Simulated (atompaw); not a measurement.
Before and after: PAW (atompaw) potential for bismuth (Bi)

* Element: Bi (Z = 83)
* Generator: atompaw 4.2.0.5
* Type: PAW
* Functional: PBE
* Relativity: scalar-relativistic
* Frozen core: [Xe] 4f14
* Valence charge: 15
* Reference configuration: 5d10 6s2 6p3
* Partial waves: 6s (bound): rc 2.20 bohr; 6s channel at 0.05 Ry: rc 2.20 bohr; 6p (bound): rc 2.20 bohr; 6p channel at 0.2 Ry: rc 2.20 bohr; 5d (bound): rc 1.70 bohr; 5d channel at 0.65 Ry: rc 2.20 bohr
* Local potential: bessel scheme, radius 1.85 bohr
* Core correction: smooth core density matched at 1.25 bohr
* Augmentation charge: sinc compensation charge, radius 1.85 bohr; PAW radius 2.20 bohr; waves and projectors: custom rrkj vanderbiltortho

Change: all radii scaled by about 1.15 (s 2.54, p 2.54, d 1.96 bohr); local potential bessel scheme, radius 2.14 bohr; augmentation sinc compensation charge, radius 2.14 bohr; PAW radius 2.54 bohr; waves and projectors: custom rrkj vanderbiltortho; core correction smooth core density matched at 1.44 bohr.

Cutoffs: the cutoffs (Ry, on a coarse ladder) from which the occupation-weighted sum of valence levels, in a spherical-Bessel basis at the reference potential, stays within 10 and 1 mRy of its value at 400 Ry; they do not see the model core or the augmentation charge, which bear on the density cutoff.

Task: What does the change do?

Result: The potential gets softer (50 Ry and 80 Ry → 30 Ry and 50 Ry); neither file shows a bound ghost. A larger radius leaves more room for a smooth pseudo-wave, so fewer plane waves are needed.

```tsv
quantity	base	changed
cutoff, loose	50 Ry	30 Ry
cutoff, tight	80 Ry	50 Ry
loose cutoff by channel (10 mRy a level)	s 6 Ry, p 6 Ry, d 35 Ry	s 6 Ry, p 6 Ry, d 25 Ry
bound ghosts	none	none
lowest overlap eigenvalue by channel	s 0.34, p 0.54, d 0.55	s 0.32, p 0.55, d 0.64
```

 The cutoffs see the waves, projectors and local potential, not the compensation charge or the core.
